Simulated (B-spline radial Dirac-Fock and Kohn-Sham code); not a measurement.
## Isotope-shift constants of the inner levels of Pt²⁺

System: the Pt²⁺ ion in the configuration [Xe] 4f14 5d8.

These are calculated numbers from a B-spline atomic structure program; the model is first-order field-shift and mass-shift constants from Dirac-Fock ground and hole states with a Fermi nucleus; the mass shift has no relativistic recoil terms. A binding energy shifts by δE = F·δ⟨r²⟩ + (K_N + K_S)·δ(1/M); F is taken for a change of radius at fixed skin thickness and so holds the higher radial moments.

```csv
level,F (meV/fm²)
K (1s),-1179
L1 (2s),-173.6
L2 (2p1/2),-3.880
L3 (2p3/2),6.819
M1 (3s),-39.57
M2 (3p1/2),-0.9608
M3 (3p3/2),1.860
M4 (3d3/2),1.727
M5 (3d5/2),1.631
```

The mass shift is not given and not included below: at this Z its relativistic corrections are large. It matters little for K lines but can be comparable with the field shift of L lines.

Field shifts alone in meV from A = 195 (mass 194.9648 u, rms radius 5.427 fm); radii from Angeli and Marinova (2013).

| A | mass (u) | radius (fm) | Kα1 | Kα2 | Kβ1 | Lα1 |
| --- | --- | --- | --- | --- | --- | --- |
| 178 | 177.9656 | 5.3728 | +694.3 | +688.1 | +691.4 | -3.0 |
| 180 | 179.9630 | 5.3891 | +486.3 | +481.9 | +484.2 | -2.1 |
| 181 | 180.9631 | 5.3996 | +351.9 | +348.7 | +350.4 | -1.5 |
| 182 | 181.9612 | 5.3969 | +386.5 | +383.0 | +384.8 | -1.7 |
| 185 | 184.9606 | 5.4148 | +156.9 | +155.5 | +156.2 | -0.7 |
| 187 | 186.9606 | 5.4063 | +266.0 | +263.6 | +264.9 | -1.2 |
| 188 | 187.9594 | 5.4053 | ? | ? | ? | ? |
| 189 | 188.9608 | 5.406 | +269.9 | +267.4 | +268.7 | -1.2 |
| 191 | 190.9617 | 5.4102 | +216.0 | +214.0 | +215.1 | -0.9 |
| 192 | 191.9610 | 5.4169 | +129.9 | +128.7 | +129.4 | -0.6 |

Q: What are the shifts for A = 188?

A: Kα1 +278.8 meV; Kα2 +276.3 meV; Kβ1 +277.7 meV; Lα1 -1.2 meV.
